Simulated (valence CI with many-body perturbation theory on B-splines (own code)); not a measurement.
The numbers below are computed, except where a source is named.
**Zn¹⁶⁺ in three bases**

Level of theory: valence CI with perturbative core correlation (CI+MBPT): four valence electrons over a frozen Dirac-Fock core [Ne], a basis of 9 s, 9 p, 8 d, 6 f, 3 g, 1 h functions for each j, with the one-electron correlation potential Σ1, the two-electron term Σ2, the three-electron term Σ3, Breit, model QED; selected CI, second order for the rest, scaled by the run's own slope (own B-spline code, finite nucleus).

No measured spectrum was set against this ion. As an estimate, levels of excited configurations hold to 0.05 to 0.15 % of their energy, terms of the ground configuration to about 0.5 %.

The reference run has the lowest level 3s2 3p2 3P_0 and an ionisation energy of 577.019 eV. Its largest variational space holds 20152 state functions.

Names give the largest LS component (configuration and term), which can be under half, so a name can repeat, a term be missing and a line seem to break the LS rules; names also repeat where a configuration has a term twice.

Changed runs:
A. basis 6 s, 6 p, 5 d, 3 f, 1 g
B. basis 5 s, 5 p, 4 d, 2 f

Excitation energies of the reference run in cm⁻¹, and shifts in cm⁻¹:

| Level | Reference | A | B |
| --- | --- | --- | --- |
| 3s2 3p2 3P_1 | 22950 | -21 | -58 |
| 3s2 3p2 3P_2 | 38875 | +10 | +50 |
| 3s2 3p2 1D_2 | 82740 | +90 | +346 |
| 3s2 3p2 1S_0 | 137088 | +185 | +576 |
| 3s 3p3 5S°_2 | 299193 | -210 | -661 |
| 3s 3p3 3D°_1 | 387564 | +1.3 | +39 |
| 3s 3p3 3D°_2 | 388326 | -0.7 | +35 |
| 3s 3p3 3D°_3 | 396801 | -6.1 | +18 |
| 3s 3p3 3P°_0 | 444810 | +75 | +280 |
| 3s 3p3 3P°_1 | 447311 | +68 | +256 |
| 3s 3p3 3P°_2 | 448929 | +57 | +196 |
| 3s 3p3 1D°_2 | 489495 | +69 | +128 |
| Ionisation energy (eV) | 577.019 | -0.021 | -0.064 |
